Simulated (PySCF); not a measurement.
**Working with the constants of PI**

UHF-CCSD(T) constants of PI, ³Σ⁻ (triplet), unpaired electrons π ↑↑ (PySCF, scalar-relativistic core potentials, basis sets P def2-SVPD, I def2-SVPD with ECP28; masses 30.9738 and 126.9045 u):

| Quantity | Value |
| --- | --- |
| ωe | 337.6 cm⁻¹ |
| ωexe | 1.29 cm⁻¹ |
| Be | 0.11327 cm⁻¹ |
| αe | 0.000589 cm⁻¹ |
| De to P + I | 1.86 eV |

(1) What force constant and bond length do these constants imply?

(2) Estimate the centrifugal constant D from the Kratzer relation and find the Dunham coefficient a1.

Correlated steps freeze 9 core orbitals. Correlated levels converge slowly with the basis: in double zeta they bind strong bonds too weakly, by up to about 1 eV, and carry superposition errors of some tenths. These are scalar-relativistic numbers at best; spin–orbit coupling would shift them, the dissociation energy most. The state was picked by a PBE0 search and need not be the measured ground state.

Results:

(1) Reduced mass μred = 24.897 u; k = 5.8918×10⁻⁷·μred·ωe² (u, cm⁻¹, mdyn/Å) = 1.67 mdyn/Å; Re = √(16.8576/(μred·Be)) (u, cm⁻¹, Å) = 2.445 Å.

(2) D = 4Be³/ωe² = 5.1e-08 cm⁻¹; a1 = −1 − αeωe/(6Be²) = -3.58.
